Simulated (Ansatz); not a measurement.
CH$_{6}$BFSi$_{2}$ (`FB[SiH]1C[SiH2]1`), relaxed with RKS PBE0-D4/def2-TZVP in Ansatz 0.2.0 from a PBE-D4/def2-SVP geometry. The force threshold is 0.005 eV/Å; the program also tests the step.

The species carries charge 0 and has multiplicity 1.

Start:

```xyz
11

F    -1.097   -0.323    2.353
B    -0.708   -1.318    1.545
Si   -0.240   -0.891   -0.342
C    -0.535    0.917   -0.954
Si    1.265    0.865   -0.352
H    -0.587   -2.427    2.042
H    -0.045   -1.938   -1.397
H    -1.264    1.499   -0.361
H    -0.691    1.044   -2.040
H     1.582    1.597    0.915
H     2.321    0.975   -1.409
```

| step | energy (eV) | largest force (eV/Å) | largest move (Å) |
| --- | --- | --- | --- |
| 1 | -20274.1154 | 0.566 | 0.000 |
| 2 | -20274.1558 | 0.205 | 0.033 |
| 3 | -20274.1582 | 0.230 | 0.058 |
| 4 | -20274.1602 | 0.143 | 0.031 |
| 5 | -20274.1616 | 0.130 | 0.010 |
| 6 | -20274.1622 | 0.066 | 0.022 |
| 7 | -20274.1626 | 0.017 | 0.023 |
| 8 | -20274.1626 | 0.015 | 0.009 |
| 9 | -20274.1627 | 0.019 | 0.008 |
| 10 | -20274.1629 | 0.024 | 0.015 |
| 11 | -20274.1630 | 0.011 | 0.029 |
| 12 (rejected) | -20274.1627 | 0.078 | 0.008 |
| 13 | -20274.1630 | 0.007 | 0.004 |
| 14 | -20274.1630 | 0.002 | 0.002 |

End:

```xyz
11

F    -1.175   -0.377    2.345
B    -0.738   -1.339    1.543
Si   -0.162   -0.864   -0.305
C    -0.513    0.908   -0.927
Si    1.284    0.890   -0.384
H    -0.653   -2.441    2.015
H    -0.044   -1.915   -1.344
H    -1.220    1.482   -0.332
H    -0.702    1.010   -1.993
H     1.627    1.649    0.840
H     2.296    0.998   -1.458
```

It took 45 s on 4 threads of an Arm Neoverse V2 on a shared host, with 0.54 GiB of host memory at the peak.
